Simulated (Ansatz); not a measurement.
`OCOC[SiH3]` and `OCO[SiH2]O` differ in one atom or group.

Ansatz, PBE0-D4/def2-TZVP geometries, multiplicity 1. Each molecule was computed in one conformer, which needn't be the lowest.

| property | `OCOC[SiH3]` |
| --- | --- |
| LUMO energy (PBE/def2-TZVPP) / eV | -0.09 |
| size of the dipole moment (B3LYP/def2-TZVPP) / D | 0.77 |
| size of the dipole moment (PBE/def2-TZVPP) / D | 0.89 |
| LUMO energy (ωB97M-V/def2-TZVPP) / eV | 2.23 |
| HOMO–LUMO gap (PBE0/def2-TZVPP) / eV | 8.20 |
| LUMO energy (B3LYP/def2-TZVPP) / eV | 0.46 |

Task: What does the change do to each property? (Estimate.)

Result: Ansatz gave: 
| property | `OCO[SiH2]O` | shift |
| --- | --- | --- |
| LUMO energy (PBE/def2-TZVPP) / eV | -0.25 | -0.16 |
| size of the dipole moment (B3LYP/def2-TZVPP) / D | 1.71 | 0.94 |
| size of the dipole moment (PBE/def2-TZVPP) / D | 1.69 | 0.80 |
| LUMO energy (ωB97M-V/def2-TZVPP) / eV | 2.14 | -0.09 |
| HOMO–LUMO gap (PBE0/def2-TZVPP) / eV | 9.23 | 1.03 |
| LUMO energy (B3LYP/def2-TZVPP) / eV | 0.29 | -0.17 |

With PBE0 the HOMO falls by 1.10 eV and the LUMO falls by 0.08 eV, so the gap widens by about 1.02 eV. PBE moves the HOMO by -1.00 eV and ωB97M-V by -1.15 eV. Dipoles are sizes alone; their direction can turn.

B3LYP here is the variant with VWN-RPA as its local correlation; programs differ in this.
